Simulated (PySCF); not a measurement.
Start geometry of (OH)3Zr-S-SiH3, H6O3SSiZr from GFN2-xTB (Å):
```
atom  x, y, z in Å
Zr1    0.182    0.499    0.697
O2    -0.245    0.990    2.462
O3    -1.560    0.782   -0.291
O4     1.815    1.375    0.073
S5     0.468   -1.866    0.581
Si6   -0.062   -1.579   -1.452
H7    -0.026    1.768    3.020
H8    -2.338    0.760    0.103
H9     2.342    1.987    0.551
H10   -1.514   -1.763   -1.596
H11    0.421   -0.321   -2.009
H12    0.632   -2.716   -2.089
```

What comes out of this run: PBE0-D3(BJ)/def2-SVP geometry optimisation, gas phase, def2 core potentials past Kr in PySCF 2.14.0?

```
atom  x, y, z in Å
Zr1    0.0443    0.6763    0.8999
O2    -0.1502    0.9654    2.7776
O3    -1.5123    1.2118   -0.0738
O4     1.5918    1.5844    0.2365
S5     0.3049   -1.7823    0.6402
Si6    0.0431   -1.8817   -1.4749
H7    -0.2382    1.2355    3.6903
H8    -2.2744    1.5648   -0.5290
H9     2.3461    2.0564   -0.1107
H10   -1.3558   -2.2617   -1.8379
H11    0.3381   -0.5582   -2.1157
H12    0.9780   -2.8934   -2.0515
```

The energy falls by 0.993 eV over 27 energy and gradient evaluations, the largest force component goes from 0.1392 to 4.2e-04 Eh/bohr, and the atoms move by 0.537 Å rms after alignment. The bond that changes most is Zr1–O3 (ends: zirconium bonded to 3 O and S; oxygen bonded to Zr and H), which shortens by 0.110 Å. Bonds longer at the end by more than 0.005 Å: 8 of 11; shorter: 3. Among the angles that change most is Zr1–O3–H8, from 122.9° to 174.5°. Among the dihedrals that turn most is O2–Zr1–S5–Si6, from 155° to 168°. Rotational constants go from 2188, 1074, 1036 to 2237, 925.5, 860.8 MHz. The orientation of the end geometry is arbitrary; only internal coordinates are fixed.

The run used 139 basis functions and 176 SCF cycles in all.

Whether it is a minimum is left open (no frequencies).
